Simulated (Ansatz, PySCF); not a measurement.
Reaction R1 + R2 → P1, each structure at its B3LYP-D3(BJ)/def2-TZVP stationary point, reached from a drawn start (curvature not checked).
R1, OTi (SMILES [O]=[Ti]) (charge 0, multiplicity 3):
```xyz
2

Ti    -0.00912    -0.01835    -0.80597
O      0.00912     0.01835     0.80597
```
P1, H2O2Ti (SMILES [OH][Ti][OH]) (charge 0, multiplicity 3):
```xyz
5

Ti     0.0413    -0.0483    -0.3079
O      1.7421    -0.4364     0.2265
H      2.5690    -0.6024     0.6742
O     -1.7228     0.4137    -0.3706
H     -2.6295     0.6735    -0.2220
```
R2: H2O (SMILES O), charge 0, multiplicity 1.

P less R. No zero-point or thermal terms; singlets are restricted closed shells; open shells are unrestricted; no spin–orbit coupling. The spin states of the d-block species are the ones drawn and need not be the lowest.

Frozen-core correlation throughout.

Codes used: Ansatz (a first-principles code) with Gaussian orbitals; PySCF for the D3/D4 terms. All values are computed, each at the level named.

Total energies in hartree:

| structure | PBE/def2-TZVPP | B3LYP-D3(BJ)/def2-TZVPP | CCSD(T)/def2-QZVPP |
|---|---|---|---|
| R1 | -924.416992 | -924.721881 | -923.703348 |
| P1 | -1000.875475 | -1001.281079 | -1000.155082 |
| R2 | -76.380147 | -76.467236 | -76.361323 |

Task: Work out the reaction energy at each level in kcal/mol (1 hartree = 627.50947 kcal/mol), and say how far PBE/def2-TZVPP lies from CCSD(T)/def2-QZVPP.

Result: 
- PBE/def2-TZVPP: (-1000.875475) − (-924.416992) − (-76.380147) = -0.078336 hartree = -49.16 kcal/mol
- B3LYP-D3(BJ)/def2-TZVPP: (-1001.281079) − (-924.721881) − (-76.467236) = -0.091962 hartree = -57.71 kcal/mol
- CCSD(T)/def2-QZVPP: (-1000.155082) − (-923.703348) − (-76.361323) = -0.090411 hartree = -56.73 kcal/mol
PBE/def2-TZVPP less CCSD(T)/def2-QZVPP: 7.57 kcal/mol. CCSD(T)/def2-QZVPP is the level counted from, the highest shown, and no exact or measured value.
